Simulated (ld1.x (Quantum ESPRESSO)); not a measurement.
**PBEsol TM dataset for Yb (Z = 70), fully relativistic all-electron reference.**

ld1.x (Quantum ESPRESSO) 7.5 input, shortened:

```
&input
   title='Yb', zed=70., rel=2, dft='PBESOL', iswitch=3,
   config='[Xe] 4f14 5d0 6s2 6p0', rel_dist='average'
 /
 &inputp
   pseudotype=2, tm=.true., lloc=0,
   nlcc=.false.
 /
4
5P  2  1   6.00   0.00  1.60  1.60  0.0
5D  3  2   0.00   0.00  0.55  0.55  0.0
4F  4  3  14.00   0.00  0.70  0.70  0.0
5S  1  0   2.00   0.00  1.65  1.65  0.0
 &test
   configts(1)='4f14 5s2 5p6 5d0 6s2 6p0'
 /
```

Open shells are filled in proportion to 2j + 1 (rel_dist='average').

Occupied shells without a wave of their own: 6s. They enter only through the test configuration that unscreens the potential.

All-electron outer shells of the reference configuration (PBEsol, scalar-relativistic, ld1.x):

```
shell  level (eV)  outermost node (bohr)  outermost maximum (bohr)
   4p     -337.91                   0.26                      0.48
   4d     -177.80                   0.24                      0.49
   5s      -54.97                   0.58                      1.07
   5p      -27.46                   0.62                      1.24
   6s       -3.94                   1.46                      3.28
   4f       -3.06                      –                      0.49
   6p       -1.08                   1.81                      4.66
   5d       -0.68                   0.70                      2.12
```

(1) Does this generation succeed?

Answers

(1) No. ld1.x (Quantum ESPRESSO) 7.5 stopped with "the pseudo-atom did not reach self-consistency". The 5d radius of 0.55 bohr lies inside the outermost node of the all-electron wave at 0.70 bohr. Before that it printed "Warning: n=4, l=3 expected 0 nodes, found 1".
